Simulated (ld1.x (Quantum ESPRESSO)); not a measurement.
**What one change does to a pseudopotential (Ce (Z = 58), TM)**

- Element: cerium (Ce)
- Generator: ld1.x (Quantum ESPRESSO) 7.5
- Type: norm-conserving Troullier–Martins (Kleinman–Bylander form)
- Functional: PBE
- Relativity: scalar-relativistic
- Frozen core: [Xe] 4f1
- Valence charge: 3
- Reference configuration: 5d1 6s1.5 6p0.5
- Partial waves: 6s (bound): rc 3.30 bohr; 5d (bound): rc 3.55 bohr; 5f channel at 0.2 Ry: rc 3.35 bohr; 6p (bound): rc 3.45 bohr
- Local potential: the p channel
- Core correction: Bessel-smoothed model core inside 2.35 bohr

All-electron outer shells of the reference configuration (PBE, scalar-relativistic, ld1.x):

| shell | level (eV) | outermost node (bohr) | outermost maximum (bohr) |
| --- | --- | --- | --- |
| 5p | -23.80 | 0.81 | 1.55 |
| 4f | -5.96 | – | 0.71 |
| 6s | -4.07 | 1.81 | 3.72 |
| 5d | -3.52 | 0.92 | 2.15 |
| 6p | -1.62 | 2.15 | 4.84 |

Change: wave 5d (bound): rc 3.55 bohr becomes 5d (bound): rc 4.40 bohr.

Cutoffs: the cutoffs (Ry, on a coarse ladder) from which the occupation-weighted sum of valence levels, in a spherical-Bessel basis at the reference potential, stays within 10 and 1 mRy of its value at 400 Ry; they do not see the model core or the augmentation charge, which bear on the density cutoff. Errors are all-electron minus pseudo energies relative to the spin-unpolarised reference configuration.

Q: Predict the effect on cutoff, ghosts and configuration errors.

A: The potential gets softer (10 Ry and 15 Ry → 8 Ry and 12 Ry); both files keep a bound ghost (s); of the 7 tests that both files solve, the error grows in 1 and shrinks in 1 by more than 15 % and 0.3 meV (median size 6.3 → 6.6 meV). A larger radius leaves more room for a smooth pseudo-wave, so fewer plane waves are needed.

```tsv
quantity	base	changed
cutoff, loose	10 Ry	8 Ry
cutoff, tight	15 Ry	12 Ry
loose cutoff by channel (10 mRy a level)	s 6 Ry, d 10 Ry, p 6 Ry	s 6 Ry, d 8 Ry, p 6 Ry
bound ghosts	s	s
error for 5d1 6s2 6p0, meV [ΔE -1.21 eV]	-1.2	-1.3
error for 5d1 6s1 6p0, meV [ΔE 4.86 eV]	-6.3	-6.6
error for 5d1 6s0 6p0, meV [ΔE 15.94 eV]	-52	-58
error for 5d1 6s1.5 6p0, meV [ΔE 1.23 eV]	-1.0	-0.9
error for 5d1 6s0 6p2, meV [ΔE 3.79 eV]	-8.0	-8.7
error for 5d1 6s0 6p1, meV [ΔE 7.91 eV]	0.0	-1.3
error for 5d2 6s1 6p0, meV [ΔE -0.32 eV]	-79	-54
```

 A true bound ghost makes a file unfit for plane-wave use even where its test errors are small: the radial tests pick states by their node count and pass the ghost by.
